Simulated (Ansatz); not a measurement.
C₄H₉F₃NTa (`CC(C)(C)[N]=[Ta]([F])([F])[F]`), 18 atoms. The species carries charge 0 and has multiplicity 1. Correlated methods include outer-core shells of Ta, which these sets cover unevenly. Ta: def2 effective core potential. Hardware: A = 4 threads of an AMD EPYC 7R13 on a shared host; B = 4 threads of an AMD EPYC 7R13 on a shared host and a share of an NVIDIA H100 80 GB. Correlated methods freeze the cores.

Question: How many basis functions does each run have, and how long does it take in Ansatz? RKS r2SCAN0-D4/def2-TZVPP energy [B]; RHF-MP2/def2-QZVPP energy [B]; RKS ωB97X-V/def2-TZVPP energy [B]; RKS PBE0-D4/def2-TZVPP energy [B]; RKS ωB97M-V/def2-SVP energy [A]; direct RPA on PBE orbitals/def2-TZVPP energy [B]; RKS PBE0-D4/def2-SVP energy [A]; RHF-CCSD(T)/def2-SVP energy [B]; RKS ωB97M-V/def2-QZVPP energy [B]; RKS BHLYP-D4/def2-TZVPP energy [B]; RKS PBE0-D4/def2-QZVPP energy [B]; RHF-CCSD(T)/def2-TZVPP energy [B]. (Best estimate.)

Answer: The calculation gave: Other jobs shared the machine, so times are rough.

```tsv
level	job	functions	wall time	peak host memory (GiB)
RKS PBE0-D4/def2-SVP	energy [A]	189	4.1 s	0.79
RKS ωB97M-V/def2-QZVPP	energy [B]	807	7.5 s	1.5
RKS PBE0-D4/def2-QZVPP	energy [B]	807	7.5 s	1.4
direct RPA on PBE orbitals/def2-TZVPP	energy [B]	430	8 s	2.1
RHF-MP2/def2-QZVPP	energy [B]	807	9 s	1.5
RKS ωB97X-V/def2-TZVPP	energy [B]	430	9.5 s	1.1
RKS r2SCAN0-D4/def2-TZVPP	energy [B]	430	9.5 s	0.98
RKS BHLYP-D4/def2-TZVPP	energy [B]	430	10 s	0.94
RKS PBE0-D4/def2-TZVPP	energy [B]	430	12 s	0.92
RHF-CCSD(T)/def2-SVP	energy [B]	189	12 s	0.81
RKS ωB97M-V/def2-SVP	energy [A]	189	12 s	1
RHF-CCSD(T)/def2-TZVPP	energy [B]	430	51 s	0.89
```
